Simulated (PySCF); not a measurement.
C2H10ClNSi2, SMILES CN[Si@@H](Cl)C[SiH3]. Geometry: PBE0-D3(BJ)/def2-SVP. The structure was generated by enumeration; whether it is a known compound was not checked. Other conformers were not sampled.

Problem. Give the equilibrium geometry at PBE0-D3(BJ)/def2-SVP (PySCF confirms it by a frequency run) as a Z-matrix. (Estimate from the structure and the level; the computed values follow.)

Solution. Several could match; the one computed here: 
```
Si
N 1 1.7167
H 2 1.0154 1 116.85
C 2 1.4454 3 113.63 1 -156.25
H 4 1.1011 2 109.67 3 -173.33
H 4 1.1021 5 106.93 2 -120.56
H 4 1.1057 5 107.19 6 -115.61
H 1 1.4876 2 108.00 3 160.66
C 1 1.8630 8 113.40 2 120.40
H 9 1.1030 1 108.40 8 46.27
H 9 1.1033 10 106.38 1 -117.64
Si 9 1.8851 10 109.71 11 -118.30
H 12 1.4942 9 110.63 10 -72.51
H 12 1.4945 13 108.82 9 121.36
H 12 1.4960 13 108.39 14 117.29
Cl 1 2.0952 8 105.15 2 -121.29
```
Charge 0, spin multiplicity 1.
